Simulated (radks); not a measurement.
Q: Species: Rh4+. Configuration: [Kr] 4d4.75 5s0.25 (fractional occupations, a model configuration). Method: Dirac Kohn-Sham, RPBE, spin-unpolarised, spherical densities, finite nucleus; open shells fill j = l - 1/2 first; Fermi nuclear charge, rms radius 4.4945 fm; computed with a radial shooting solver on a logarithmic mesh with Libxc functionals. Some entries of the table are withheld. Estimate them.

| orbital | occ. | eigenvalue (hartree) | <r> (bohr) |
|---|---|---|---|
| 1s1/2 | 2 | -848.2678 | 0.03262 |
| 2s1/2 | 2 | -124.7202 | 0.1415 |
| 2p1/2 | 2 | (1) | 0.1203 |
| 2p3/2 | 4 | (2) | 0.1252 |
| 3s1/2 | 2 | -23.96963 | 0.3902 |
| 3p1/2 | 2 | -20.40707 | 0.3828 |
| 3p3/2 | 4 | -19.49205 | 0.3935 |
| 3d3/2 | 4 | -13.19462 | 0.3680 |
| 3d5/2 | 6 | -13.01404 | 0.3715 |
| 4s1/2 | 2 | -5.00387 | 0.9656 |
| 4p1/2 | 2 | (3) | 1.032 |
| 4p3/2 | 4 | (4) | 1.058 |
| 4d3/2 | 4 | (5) | 1.292 |
| 4d5/2 | 0.75 | (6) | 1.303 |
| 5s1/2 | 0.25 | -1.50708 | 2.311 |
| 5p1/2 | 0 | (7) | 2.594 |
| 5p3/2 | 0 | (8) | 2.645 |

A: 
(1) 2p1/2 eigenvalue (hartree): -115.6112
(2) 2p3/2 eigenvalue (hartree): -110.2977
(3) 4p1/2 eigenvalue (hartree): -3.90166
(4) 4p3/2 eigenvalue (hartree): -3.75040
(5) 4d3/2 eigenvalue (hartree): -2.05145
(6) 4d5/2 eigenvalue (hartree): -2.03144
(7) 5p1/2 eigenvalue (hartree): -1.22881
(8) 5p3/2 eigenvalue (hartree): -1.20403
